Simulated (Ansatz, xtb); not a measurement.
Relative energy of two isomers of C2H6GeOS

Structure I: `S[C@@H]1O[C@H]1[GeH3]`, a singlet. Structure II: `S[C@@H]1O[C@@H]1[GeH3]`, a singlet. Both are isolated molecules in the gas phase, relaxed with PBE0-D3(BJ)/def2-SVP; the shapes shown needn't be the lowest conformers.

I (Å):

```csv
atom,x (Å),y (Å),z (Å)
C,0.3319,-0.4105,0.4621
C,-0.9015,0.3812,0.3717
Ge,-1.9257,0.5024,-1.2931
O,0.3895,0.9829,0.3567
S,0.7248,-1.1788,2.0284
H,2.0614,-1.2195,1.8350
H,0.6918,-0.9596,-0.4181
H,-1.4462,0.5325,1.3163
H,-1.0001,0.0909,-2.4495
H,-3.1434,-0.4364,-1.2260
H,-2.4001,1.9510,-1.4898
```

II (Å):

```xyz
11

C    -0.2335   -1.1578   -1.1346
C    -1.2747   -1.0316   -0.1037
Ge   -0.9379   -0.1050    1.5977
O    -1.2682   -0.2447   -1.2961
S     1.3931   -0.4047   -0.9185
H     1.9754   -1.5180   -0.4207
H    -0.2457   -2.0152   -1.8218
H    -2.0556   -1.8073   -0.1003
H     0.1578   -0.8488    2.3819
H    -2.2447   -0.1514    2.4148
H    -0.5365    1.3508    1.3423
```

Which of the two would you expect CCSD(T)/def2-SVP + ΔMP2/def2-TZVPP electronic energies to favour?

Too close to call at this level: CCSD(T)/def2-SVP + ΔMP2/def2-TZVPP gives E(II) − E(I) = +7.92 kJ/mol.

Level by level:

```csv
level,geometry,E(II) − E(I) (kJ/mol),departure from the last row (kJ/mol),"job, with rough time for the two"
GFN2-xTB,GFN2-xTB,−4.01,−11.93,"optimisation, 0.23 s"
HF/STO-3G,GFN2-xTB,+15.65,+7.73,"single point, 0.84 s"
r2SCAN-D4/def2-SVP,GFN2-xTB,+12.68,+4.76,"single point, 4.8 s"
PBE0-D3(BJ)/def2-SVP,PBE0-D3(BJ)/def2-SVP,+6.70,−1.23,"optimisation, 83 s"
HF/def2-SVP,PBE0-D3(BJ)/def2-SVP,+9.01,+1.09,part of the CCSD(T) run
MP2/def2-SVP,PBE0-D3(BJ)/def2-SVP,+8.68,+0.76,part of the CCSD(T) run
CCSD(T)/def2-SVP,PBE0-D3(BJ)/def2-SVP,+7.68,−0.24,single point
CCSD(T)/def2-SVP + ΔMP2/def2-TZVPP,PBE0-D3(BJ)/def2-SVP,+7.92,,"single point, 57 s"
```

As drawn, both hold the same kinds of bond in the same numbers.

GFN2-xTB puts the two in the other order. The largest departure from CCSD(T)/def2-SVP + ΔMP2/def2-TZVPP is that of GFN2-xTB, 11.93 kJ/mol. The last row adds to CCSD(T) the change of the MP2 difference between the two basis sets, here +0.24 kJ/mol.

With thermal terms from frequencies at re-optimised GFN2-xTB minima (ideal gas, soft modes damped towards free rotors, one conformer each, 298.15 K, 1 atm): the zero-point term adds +1.30 kJ/mol; ΔH is +8.10 and ΔG +11.91 kJ/mol.

The correlated steps freeze 17 core orbitals; the filled d shell of Ge is correlated, in a basis made for valence electrons. Programs: Ansatz 0.2.0, xtb 6.7.1; the last row on 2 threads of Intel(R) Xeon(R) Platinum 8259CL CPU @ 2.50GHz (Skylake/Cascade Lake) on a shared host.
